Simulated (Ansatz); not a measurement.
Consider the redistribution: `[NH2][AlH][SiH2][SiH2]Cl` + `C[S][SbH2]` → `CS[SiH2][AlH][NH2]` + `Cl[SiH2][SbH2]`.

Gas-phase electronic energies from Ansatz, PBE0-D4/def2-TZVP geometries. CCSD(T)/CBS adds triple-zeta CCSD(T) − MP2 to the extrapolated MP2 energy (def2 sets, frozen cores). Functionals use def2-TZVPP. B3LYP here is the variant with VWN-RPA as its local correlation; programs differ in this. Elements past krypton have def2 core potentials. For Sb outer-core shells are correlated without core-valence functions, which leaves a few kJ/mol of doubt a bond. Each species was taken in one conformer, which may not be the lowest.

`[NH2][AlH][SiH2][SiH2]Cl`:

```xyz
12

N    -1.473   -1.495   -1.010
Al   -0.566   -1.728    0.483
Si    0.620    0.245    1.327
Si    1.026    1.733   -0.426
Cl   -0.772    2.096   -1.403
H    -2.009   -2.204   -1.484
H    -1.545   -0.613   -1.494
H    -0.555   -3.162    1.157
H     1.943   -0.075    1.942
H    -0.171    0.989    2.352
H     1.951    1.155   -1.435
H     1.550    3.059   -0.009
```

`C[S][SbH2]`:

```xyz
8

C     0.242   -0.815   -1.234
S     0.902    0.511   -0.186
Sb   -0.834    0.600    1.494
H    -0.723   -0.548   -1.664
H     0.160   -1.756   -0.691
H     0.960   -0.943   -2.045
H     0.241    0.645    2.824
H    -0.949    2.306    1.503
```

`CS[SiH2][AlH][NH2]`:

Z-matrix (Å, degrees):
```
C
S 1 1.814
H 1 1.092 2 111.7
H 1 1.090 2 106.9 3 118.8
H 1 1.091 2 110.9 3 -122.7
Si 2 2.151 1 99.8 3 58.2
Al 6 2.450 2 106.7 1 -62.5
H 6 1.489 2 103.8 1 177.2
H 6 1.496 2 109.4 1 62.6
N 7 1.771 6 117.2 2 80.0
H 7 1.586 6 125.4 2 -93.6
H 10 1.008 7 124.7 6 -174.8
H 10 1.007 7 125.2 6 8.9
```

`Cl[SiH2][SbH2]`:

```xyz
7

Cl    1.880    1.104    0.436
Si    0.101    0.181    0.915
Sb   -1.123   -0.781   -1.128
H     0.409   -0.910    1.874
H    -0.758    1.189    1.585
H    -0.848    0.670   -1.985
H     0.339   -1.453   -1.697
```

```tsv
level	ΔE (kJ/mol)	difference from CCSD(T)/CBS
PBE-D4	-24.3	4.6
r2SCAN-D4	-28.2	0.7
PBE0-D4	-27.5	1.4
B3LYP-D4	-24.9	4.0
ωB97X-V	-27.7	1.2
ωB97M-V	-31.7	-2.8
B2PLYP	-28.7	0.2
PBE	-24.6	4.3
r2SCAN	-28.2	0.7
PBE0	-27.7	1.2
B3LYP	-25.4	3.5
HF/def2-TZVPP	-30.0	-1.1
MP2/def2-TZVPP	-35.2	-6.3
SCS-MP2/def2-TZVPP	-32.0	-3.1
CCSD/def2-TZVPP	-29.5	-0.6
CCSD(T)/def2-TZVPP	-28.9	0.0
HF/def2-QZVPP	-29.3	-0.4
MP2/def2-QZVPP	-35.0	-6.1
SCS-MP2/def2-QZVPP	-31.9	-3.0
HF/CBS(def2)	-29.2	-0.3
MP2/CBS(def2)	-35.2	-6.3
CCSD/CBS(def2)	-29.4	-0.5
CCSD(T)/CBS	-28.9	0
```

Largest T1 diagnostic among the species: 0.013.

From PBE to PBE0 (25 % exact exchange), in def2-TZVPP and without D4, ΔE moves by −3.2 kJ/mol.
